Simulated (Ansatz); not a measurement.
Energy difference R1 + R2 → P1 + P2, each structure at its B3LYP-D3(BJ)/def2-TZVP stationary point, reached from a drawn start (curvature not checked).
R1: C2H6 (SMILES CC), charge 0, multiplicity 1.
P1: C2H5 (SMILES [CH2]C), charge 0, multiplicity 2.
R2: F atom, charge 0, multiplicity 2.
P2: HF (SMILES F), charge 0, multiplicity 1.

P less R. No zero-point or thermal terms; singlets are restricted closed shells; open shells are unrestricted; no spin–orbit coupling.

Frozen-core correlation throughout.

Codes used: Ansatz (Gaussian orbitals). All values are computed, each at the level named.

Total energies in hartree:

```json
[
 {"structure": "R1", "PBE/def2-TZVPP": "-79.732725", "r2SCAN/def2-TZVPP": "-79.800205", "CCSD(T)/cc-pVQZ": "-79.698711"},
 {"structure": "P1", "PBE/def2-TZVPP": "-79.065861", "r2SCAN/def2-TZVPP": "-79.135782", "CCSD(T)/cc-pVQZ": "-79.025690"},
 {"structure": "R2", "PBE/def2-TZVPP": "-99.669123", "r2SCAN/def2-TZVPP": "-99.727635", "CCSD(T)/cc-pVQZ": "-99.650258"},
 {"structure": "P2", "PBE/def2-TZVPP": "-100.393473", "r2SCAN/def2-TZVPP": "-100.446638", "CCSD(T)/cc-pVQZ": "-100.373105"}
]
```

Q: Work out the reaction energy at each level in kcal/mol (1 hartree = 627.50947 kcal/mol), and say how far PBE/def2-TZVPP lies from CCSD(T)/cc-pVQZ.

A: 
- PBE/def2-TZVPP: (-79.065861) + (-100.393473) − (-79.732725) − (-99.669123) = -0.057486 hartree = -36.07 kcal/mol
- r2SCAN/def2-TZVPP: (-79.135782) + (-100.446638) − (-79.800205) − (-99.727635) = -0.054580 hartree = -34.25 kcal/mol
- CCSD(T)/cc-pVQZ: (-79.025690) + (-100.373105) − (-79.698711) − (-99.650258) = -0.049826 hartree = -31.27 kcal/mol
PBE/def2-TZVPP less CCSD(T)/cc-pVQZ: -4.80 kcal/mol. CCSD(T)/cc-pVQZ is the level counted from, the highest shown, and no exact or measured value.

Ansatz is a program for electronic structure.
